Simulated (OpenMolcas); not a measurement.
## Computed transition rates of Ne⁴⁺

```
Program             : OpenMolcas 26.06
Method              : SS-CASPT2, IPEA 0.25 Eh, imaginary shift 0.1 Eh (closed shells correlated: 1s 2s)
Basis               : ANO-R3 [4s4p2d1f]
Scalar Hamiltonian  : X2C, finite nucleus
Active space        : 2 electrons in 3 orbitals (2p)
State averaging     : 2S+1 = 3 even, 3 roots; 2S+1 = 1 even, 6 roots
Spin-orbit coupling : state interaction with AMFI integrals over the reference wave functions, term energies averaged over their components
```

Rates come from the transition moments of the reference wave functions (E1 and E2 in the length form). At fixed line strength A goes as λ^-3 for E1 and M1 and as λ^-5 for E2, so a rate at the computed wavelength can be rescaled to the measured one. Measured vacuum wavelengths follow from level energies in NIST levels in Podobedova, Fuhr, Reader and Wiese, J. Phys. Chem. Ref. Data 33, 525 (2004). Branching counts decays inside the model space alone, at computed energies, and the table is only a selection of the E2 and M1 lines, drawn from those between levels with measured partners whose computed energy lies within a factor of 1.5 of the measured one.

| Upper | Lower | Type | λ computed (nm) | λ measured (nm) | A computed (s-1) | A rescaled (s-1) | Branching % |
| --- | --- | --- | --- | --- | --- | --- | --- |
| 2s2 2p2 3P1 | 2s2 2p2 3P0 | M1 | 24890 | 24250 | 1.17e-03 | 1.27e-03 | 100.0 |
| 2s2 2p2 3P2 | 2s2 2p2 3P1 | M1 | 13150 | 14330 | 5.95e-03 | 4.60e-03 | 100.0 |
| 2s2 2p2 1D2 | 2s2 2p2 3P2 | M1 | 334.6 | 342.7 | 3.54e-01 |  | 73.5 |
| 2s2 2p2 1D2 | 2s2 2p2 3P1 | M1 | 326.3 | 334.7 | 1.27e-01 |  | 26.4 |
| 2s2 2p2 1S0 | 2s2 2p2 1D2 | E2 | 262.3 | 297.4 | 5.53e+00 | 2.95e+00 | 56.2 |
| 2s2 2p2 1S0 | 2s2 2p2 3P1 | M1 | 145.4 | 157.5 | 4.30e+00 |  | 43.7 |

Spin-changing lines and M1 lines between different terms are not rescaled, since their strength hangs on the term gaps too.

The largest correction is for 2s2 2p2 1S0 → 2s2 2p2 1D2 (E2): 5.53e+00 × (262.3 / 297.4)^5 = 2.95e+00 s-1, a factor of 0.53.

The computed rate and branching of 2s2 2p2 3P1 → 2s2 2p2 3P0 give the upper level a radiative lifetime of 1.000 / 1.17e-03 s-1 = 8.55e+02 s, counting decays inside the model space alone. The rescaled rate gives about 7.9e+02 s.

No measured rate stands beside these. Rescaling mends the energy factor alone: line strengths can still be far off where a level mixes with configurations outside the active space, and weak or spin-changing lines hang on small mixing coefficients that depend on the term gaps too, so rescaling need not improve them.

Term energies are means over components that CASPT2 splits; among the terms shown or strongly mixed into the levels shown the widest spread is 56 cm-1 (2s2 2p2 1D). With the s shell closed, the reference lacks s² → p² mixing. Computed and measured levels are paired by configuration, term and J; levels that our copy of the source lacks, or whose pairing is in doubt (as where it misses far off the trend of its configuration), stay unpaired. Levels of configurations outside the active space are missing.
